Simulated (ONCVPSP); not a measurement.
Before and after: ONCV potential for phosphorus

- Element: phosphorus
- Generator: ONCVPSP 4.0.1
- Type: optimised norm-conserving Vanderbilt (ONCV)
- Functional: PBE
- Relativity: fully relativistic
- Frozen core: [Ne]
- Valence charge: 5
- Reference configuration: 3s1.5 3p3.5
- Partial waves: 3s: rc 1.65 bohr, ncon 3, nbas 7, qcut 4.5 1/bohr, 2 projectors, debl 2.9 Ha; 3p: rc 1.85 bohr, ncon 3, nbas 6, qcut 4.3 1/bohr, 1 projector; d scattering state at 0.02 Ha: rc 1.65 bohr, ncon 3, nbas 7, qcut 5.3 1/bohr, 3 projectors, debl 2.1 Ha
- Local potential: polynomial inside 1.45 bohr (lpopt 5, dvloc0 1 Ha)
- Core correction: polynomial model core, fcfact 0.15

Open shells are filled in proportion to 2j + 1.

Change: all radii but the core radius scaled by about 1.22 (s 2.00, p 2.26, d 2.00 bohr); local potential polynomial inside 1.76 bohr (lpopt 5, dvloc0 1 Ha).

Cutoffs: the cutoffs (Ha) at which the residual kinetic energy of the hardest occupied pseudo-wave falls to 1 and 0.1 mHa per electron; they do not see the model core or the augmentation charge, which bear on the density cutoff. Errors are all-electron minus pseudo energies relative to the spin-unpolarised reference configuration.

Q: Predict the effect on cutoff, ghosts and configuration errors.

A: The potential gets softer (9.0 Ha and 26 Ha → 7.5 Ha and 9.5 Ha); of the 4 tests that both files solve, the error grows in 1 and shrinks in 1 by more than 15 % and 0.3 meV (median size 8.4 → 9.3 meV); neither file shows a bound ghost. A larger radius leaves more room for a smooth pseudo-wave, so fewer plane waves are needed.

| quantity | base | changed |
| --- | --- | --- |
| cutoff, loose | 9.0 Ha | 7.5 Ha |
| cutoff, tight | 26 Ha | 9.5 Ha |
| loose cutoff by channel | s 9.0 Ha, p 4.4 Ha | s 7.5 Ha, p 4.5 Ha |
| bound ghosts | none | none |
| GHOST(+) flags under 300 eV | s at 192.6 eV | none |
| error for 3s2 3p3, meV [ΔE -4.25 eV] | -0.6 | -2.2 |
| error for 3s2 3p2, meV [ΔE 5.48 eV] | +1.3 | +0.4 |
| error for 3s2 3p1, meV [ΔE 24.63 eV] | +16 | +17 |
| error for 3s2 3p0, meV [ΔE 54.37 eV] | +49 | +53 |
| rms error of d²Exc/dni dnj with the model core, mHa | 3.97 | 4.95 |

Base: The cutoffs count occupied waves only; projector 3 of the d channel, the hardest unoccupied one, needs 36 Ha at the loose tolerance. Changed file: The cutoffs count occupied waves only; projector 3 of the d channel, the hardest unoccupied one, needs 28 Ha at the loose tolerance.
